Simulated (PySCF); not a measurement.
## Dipole response of Pb⁺ (lead, charge +1)

[Xe] 4f14 5d10 6s1 6p2, high-spin 4P determinant (an excited configuration). All numbers are calculated (PySCF 2.14, a scalar-relativistic core potential, in def2-QZVPPD with the def2 core potential (60 electrons) (8s6p5d4f1g, 88 functions)). Coupled (time-dependent) response in atomic units; α is the mean over directions.

```csv
method,mean α (bohr³),"α xx, yy, zz",C₆ (like pair),S(−4)
UHF,28.94,"25.78, 30.52, 30.52",256.6,247.3
PBE,30.19,"25.33, 32.63, 32.63",269.3,289.3
PBE0,29.36,"25.04, 31.52, 31.52",260.8,265.2
```

S(−4) is the Cauchy moment in α(ω) = α(0) + S(−4) ω² + …

Spin-orbit coupling is absent.

α(iu) at PBE0:

| u (hartree) | α(iu) (bohr³) |
| --- | --- |
| 0 | 29.36 |
| 0.0500 | 28.72 |
| 0.100 | 26.98 |
| 0.200 | 22.05 |
| 0.300 | 17.39 |
| 0.500 | 11.27 |
| 0.750 | 7.483 |
| 1.00 | 5.515 |
| 1.50 | 3.522 |
| 2.00 | 2.501 |
| 3.00 | 1.461 |
| 5.00 | 0.6665 |

For an ion, C₆ is the dispersion term alone; charge-induced terms of lower order in 1/R come first.

The components differ because the open shell of this determinant is not spherical; for a pure term their mean is the scalar polarisability.

Energies and moments cover only the electrons outside the core potential. Spin-orbit coupling is strong in this species (close to jj coupling), so the high-spin LS determinant is a model state, not a physical level.
